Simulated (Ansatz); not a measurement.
Abridged output of a molecular run in Ansatz:

```
Functional definition: HF
1416 factors; integrals over basis functions are off by at most 1.3e-3 eV
mean field evaluation 1: about -61641.3716 eV, gradient 4.6e1 eV
mean field evaluation 2: about -61641.4406 eV, gradient 4.6e1 eV
mean field evaluation 4: about -61646.2912 eV, gradient 3.9e0 eV
mean field evaluation 8: about -61646.3416 eV, gradient 1.3e-4 eV
mean field -61646.34161515 eV, -2265.4612689655 hartree, gradient 1.3e-6 eV, S^2 0.000000; 0 other end points of the search recorded, 0 dependent functions left out
13 core orbitals not correlated: weight in the atoms' cores, before any rotation towards them, 1.000 or more for the frozen orbitals, at most 0.000 for the correlated occupied ones
reference -61646.34161515 eV, -2265.4612689655 hartree; 21, 21 occupied and 104, 104 virtual orbitals, 1416 factors
second order -23.67890177 eV of doubles, -0.00000000 eV of singles
cycle   1  -24.27796022 eV  change   -6.0e-1 eV  update   9.9e-2
cycle   2  -24.89442570 eV  change   -6.2e-1 eV  update   2.8e-2
cycle   3  -24.99861367 eV  change   -1.0e-1 eV  update   1.2e-2
cycle   4  -24.99773893 eV  change    8.7e-4 eV  update   2.7e-3
cycle   5  -24.99856629 eV  change   -8.3e-4 eV  update   1.0e-3
cycle   6  -24.99834544 eV  change    2.2e-4 eV  update   3.1e-4
cycle   7  -24.99829358 eV  change    5.2e-5 eV  update   1.3e-4
cycle   8  -24.99829347 eV  change    1.1e-7 eV  update   4.7e-5
perturbative correction -0.69691864 eV, -0.0256112878 hartree
Total energy: -61672.03682726 eV, -2266.4055505939 hartree
```

Its atoms:

```xyz
15

C     0.580   -1.474   -0.964
Ge    0.022    0.173   -0.071
C    -0.798   -0.208    1.661
N    -1.035    1.066   -1.284
N     1.354    1.397    0.263
H     1.290   -2.024   -0.343
H    -0.278   -2.122   -1.156
H     1.057   -1.238   -1.916
H    -1.664   -0.861    1.538
H    -0.089   -0.704    2.327
H    -1.123    0.721    2.131
H    -1.773    0.519   -1.703
H    -1.421    1.934   -0.941
H     1.888    1.666   -0.551
H     1.991    1.155    1.009
```

Task: Which basis set was used?
A. cc-pV(T+d)Z
B. def2-SVP
C. def2-SVPD
D. def2-TZVPP

Result: B. It gives 138 functions.

Task: Write the keys of the input that set method, charge and spin (a neutral closed shell needs none for the last two).

Result: 
```yaml
correlation: {method: ccsd_t}
```
